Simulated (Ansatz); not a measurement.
Ansatz (a quantum-chemistry and plane-wave program) input (CCSD(T)/cc-pV(Q+d)Z):
A basis named .json is the Basis Set Exchange file of that set.

Ansatz 0.2 input:
```yaml
crystal:
  periodic: [false, false, false]
  atoms:
    - {symbol: F, position_ang: [-1.64861522, -0.62439200, 1.49963995]}
    - {symbol: Si, position_ang: [-1.17547300, -0.29674656, -0.05682552]}
    - {symbol: C, position_ang: [0.16861549, 0.79895405, -0.33950853]}
    - {symbol: Si, position_ang: [1.87547894, 0.30465193, -0.52613686]}
    - {symbol: H, position_ang: [-0.93118343, -1.67658295, -0.57920998]}
    - {symbol: H, position_ang: [-2.48832252, 0.18185139, -0.60880374]}
    - {symbol: H, position_ang: [-0.03857029, 1.86732242, -0.28952842]}
    - {symbol: H, position_ang: [2.85880121, 0.62987040, 0.58025352]}
    - {symbol: H, position_ang: [2.01680437, -1.17812549, -0.68910862]}
    - {symbol: H, position_ang: [2.60823154, 0.89079251, -1.71183769]}
basis:
  gaussian:
    orbitals: cc-pV_Q+d_Z.json
total_charge: -1
magnetization: {spin_polarized: false}
correlation: {method: ccsd_t, electrons: outside_noble_gas}
```

End of the output:

```
integrals: 7.08 GiB planned
2479 factors; integrals over basis functions are off by at most 9.4e-4 eV
3.22 GiB of device memory are held for the factors and their scratch space
mean field: 3.08 GiB planned
mean field evaluation 1: about -19557.7160 eV, gradient 2.8e1 eV
mean field evaluation 2: about -19557.8691 eV, gradient 2.8e1 eV
mean field evaluation 4: about -19560.3003 eV, gradient 3.9e0 eV
mean field evaluation 8: about -19560.3577 eV, gradient 2.1e-1 eV
mean field evaluation 16: about -19557.7148 eV, gradient 2.8e1 eV
mean field -19560.35792239 eV, -718.8298951611 hartree, gradient 2.6e-6 eV, S^2 0.000000; 0 other end points of the search recorded, 0 dependent functions left out
12 core orbitals not correlated
reference -19560.35792239 eV, -718.8298951611 hartree; 13, 13 occupied and 393, 393 virtual orbitals, 2479 factors
second order -20.45668756 eV of doubles, -0.00000000 eV of singles
coupled cluster: 45.64 GiB planned
cycle   1  -20.79751634 eV  change   -3.4e-1 eV  update   9.9e-2
cycle   2  -21.31143740 eV  change   -5.1e-1 eV  update   3.0e-2
cycle   3  -21.42376961 eV  change   -1.1e-1 eV  update   1.5e-2
cycle   4  -21.41067022 eV  change    1.3e-2 eV  update   3.7e-3
cycle   5  -21.40837627 eV  change    2.3e-3 eV  update   1.7e-3
cycle   6  -21.40905959 eV  change   -6.8e-4 eV  update   5.8e-4
cycle   7  -21.40879267 eV  change    2.7e-4 eV  update   2.3e-4
cycle   8  -21.40873133 eV  change    6.1e-5 eV  update   8.9e-5
cycle   9  -21.40879351 eV  change   -6.2e-5 eV  update   3.6e-5
cycle  10  -21.40880343 eV  change   -9.9e-6 eV  update   1.2e-5
perturbative correction -0.82737634 eV, -0.0304055196 hartree
Total energy: -19582.59410216 eV, -719.6470596953 hartree
```

It need not be the lowest isomer of its formula. Whether it binds its extra electron was not tested at this geometry.
